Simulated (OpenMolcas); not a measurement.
## Co2+, Rh2+, Ir2+: d⁷ down the group

* Program: OpenMolcas
* Method: MS-CASPT2, IPEA 0.25 Eh, imaginary shift 0.1 Eh
* Basis: ANO-R3
* Scalar Hamiltonian: X2C, finite nucleus
* Spin-orbit coupling: RASSI with atomic mean-field integrals over the reference wave functions, term energies averaged over their components

Active space for each ion: 7 electrons in 6 orbitals (d s); closed shells correlated by CASPT2: Co2+ 3s 3p; Rh2+ 4s 4p; Ir2+ 5s 5p.

Computed levels in cm-1 above ⁴F_9/2:

```json
{"Level": "⁴F_7/2", "Co2+": "901", "Rh2+": "2260", "Ir2+": "8170"}
{"Level": "⁴P_5/2", "Co2+": "15120", "Rh2+": "11120", "Ir2+": "12500"}
{"Level": "⁴P_1/2", "Co2+": "15800", "Rh2+": "12600", "Ir2+": "15990"}
{"Level": "²G_9/2", "Co2+": "16260", "Rh2+": "13010", "Ir2+": "16350"}
{"Level": "²G_7/2", "Co2+": "17120", "Rh2+": "15150", "Ir2+": "20950"}
{"Level": "²P_1/2", "Co2+": "19840", "Rh2+": "18190", "Ir2+": "27880"}
{"Level": "²H_11/2", "Co2+": "22330", "Rh2+": "17850", "Ir2+": "21960"}
{"Level": "²D_5/2(1)", "Co2+": "22340", "Rh2+": "18340", "Ir2+": "24150"}
{"Level": "²H_9/2", "Co2+": "23100", "Rh2+": "20070", "Ir2+": "30000"}
{"Level": "weight of ⁴F in the lowest level (%)", "Co2+": "100", "Rh2+": "97", "Ir2+": "84"}
```

Mixed levels, with the weight of the term that names them: Ir2+ ⁴P_5/2 (62 %), Ir2+ ²G_9/2 (55 %), Ir2+ ²G_7/2 (66 %), Ir2+ ²P_1/2 (69 %), Ir2+ ²D_5/2(1) (70 %), Ir2+ ²H_9/2 (73 %).

Measured, with the error of the calculation in %. Measured levels: Co2+ from Sugar and Corliss, J. Phys. Chem. Ref. Data 10, 1097 (1981); Rh2+ from the list in Shadmi, J. Res. Natl. Bur. Stand. 70A, 435 (1966).

```csv
Level,Co2+,Rh2+
⁴F_7/2,841 (+7.1),2148 (+5.3)
⁴P_5/2,15202 (-0.5),11062 (+0.5)
⁴P_1/2,15811 (-0.1),
²G_9/2,16978 (-4.2),
²G_7/2,17766 (-3.7),
²H_11/2,22720 (-1.7),
²D_5/2(1),23059 (-3.1),
²H_9/2,23434 (-1.4),
```

The fine-structure level ⁴F_7/2 changes by a factor of 9.07 from Co2+ to Ir2+.

Without spin-orbit coupling ⁴P lies 14530, 9670, 6320 cm-1 above ⁴F in that order; the difference to the level ⁴P_5/2, of either sign, comes from spin-orbit coupling, which also lowers the zero.

CASPT2 does not keep the components of a term degenerate, so their means are used; among the terms shown or strongly mixed into the levels shown the widest spread is 2200 cm-1 (3d⁷ ⁴F, Co2+). Blocks of more than 70 roots (2S+1 = 2 even) ran without multistate coupling. Terms from blocks run as CI alone lack orbitals of their own. The CASPT2 spread within a term exceeds the gap to the next term for 3d⁷ ²H and 3d⁷ ²D(1), so the order of their levels is uncertain (figures for Co2+; the like holds for Rh2+). Some high roots are left out of the spin-orbit mixing, which shifts the levels that they would mix with (holds for Ir2+). Configurations are named by rounded mean occupations; where the s occupation lies near a half they are strongly mixed, a name can repeat and a true partner stay unpaired (holds for Ir2+). Computed and measured levels are paired by configuration, term and J; levels that our copy of the source lacks, or whose pairing is in doubt (as where it misses far off the trend of its configuration), stay unpaired and out of the deviations. Only configurations of the active space appear.

A number in round brackets counts repeated terms of one configuration in the order of the reference energies.
